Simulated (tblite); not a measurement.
C3H6N2S2Si.
Geometry (GFN2-xTB, Å), atoms numbered from 1 in this order:
```xyz
14
C3H6N2S2Si angstrom
C      2.7933   -0.3938   -0.0498
S      1.1058   -1.0666   -0.1301
C      0.1669    0.3747    0.0392
S      0.8053    1.9697    0.2248
N     -0.7377    2.5959    0.2992
N     -1.6302    1.7220    0.1985
C     -1.2188    0.4560    0.0500
Si    -2.4506   -0.9534   -0.1093
H      2.9451    0.3066   -0.8664
H      3.4658   -1.2400   -0.1484
H      2.9427    0.0970    0.9078
H     -3.7789   -0.3575   -0.0588
H     -2.1911   -1.6323   -1.3810
H     -2.2184   -1.8787    1.0022
```

Level: GFN2-xTB in tblite, geometry and Hessian alike; calculated harmonic values, unscaled, isolated species. Against measured fundamentals such values can be off by several per cent, at times by over 20. Modes of hydrogen on silicon can be 10 to 20 % off. One conformer, not necessarily the lowest.

Harmonic wavenumbers (cm⁻¹): 48.5, 60.2, 102.1, 123.8, 173.7, 182.9, 235.8, 304.7, 387.7, 460.4, 480.4, 547.1, 549.9, 635.0, 644.0, 723.4, 754.5, 755.8, 767.9, 787.8, 890.6, 940.9, 956.8, 1052.5, 1284.4, 1317.3, 1356.0, 1401.7, 1435.6, 1438.7, 2255.8, 2258.5, 2329.4, 3028.0, 3032.9, 3060.3.

A = 1582, B = 1146, C = 672.6 MHz; mass 161.974 u (most abundant isotopes); point group Cs, symmetry number 1.

Task: What is the zero-point energy?

Result: Half the sum of the wavenumbers: 18382 cm⁻¹ = 52.56 kcal/mol.

Task: What is S at 500 K and 1 bar for an ideal gas of classical rigid rotors and harmonic oscillators?

Result: Translation 43.75, rotation 31.50, vibration 48.39: S = 123.6 cal/(mol K).

Task: And Cp and H(500 K) − H(0)?

Result: Cp = 50.32 cal/(mol K), of which vibrations give 42.37 (their classical limit is 36 R = 71.5); H(500 K) − H(0) = 15.93 kcal/mol without the zero-point energy, 11.96 from vibrations.

Task: How do the functions run with temperature in this model?

Result: 
| T (K) | S (cal/(mol K)) | Cp (cal/(mol K)) | H − H(0) (kcal/mol) | G − H(0) (kcal/mol) | ln q(vib) |
| --- | --- | --- | --- | --- | --- |
| 50 | 60.4 | 13.7 | 0.51 | -2.51 | 0.58 |
| 100 | 71.7 | 19.2 | 1.34 | -5.83 | 1.89 |
| 298.15 | 101.0 | 37.3 | 6.98 | -23.13 | 7.24 |
| 373.15 | 110.0 | 42.9 | 10.00 | -31.05 | 9.17 |
| 750 | 146.0 | 59.8 | 29.81 | -79.70 | 17.99 |
| 1000 | 164.1 | 65.6 | 45.54 | -118.53 | 23.01 |

q(vib) and H(0) count from the zero-point level.

Task: Which modes carry the vibrational entropy at 500 K?

Result: 48.5 cm⁻¹: 5.90; 60.2 cm⁻¹: 5.47; 102.1 cm⁻¹: 4.43; 123.8 cm⁻¹: 4.05; 173.7 cm⁻¹: 3.39; 182.9 cm⁻¹: 3.29 cal/(mol K); the other 30 give 21.87 together.

Task: What must be added to the electronic energy to get the Gibbs energy at 500 K and 1 bar?

Result: ZPE + [H(500 K) − H(0)] − T·S = 52.56 + 15.93 − 61.82 = 6.67 kcal/mol.

Task: Blend soft modes into free rotors: weight 1/[1 + (100 cm⁻¹/ν̃)⁴] for the oscillator and the rest for a rotor with moment μB/(μ + B), μ = h/(8π²ν), B = 10⁻⁴⁴ kg m². What vibrational entropy results?

Result: 44.37 cal/(mol K) in place of 48.39, which changes −T·S at 500 K by +2.01 kcal/mol.

Hindered rotation and anharmonicity are outside this model. Other conformers, if any are populated, would add a mixing term that is left out.
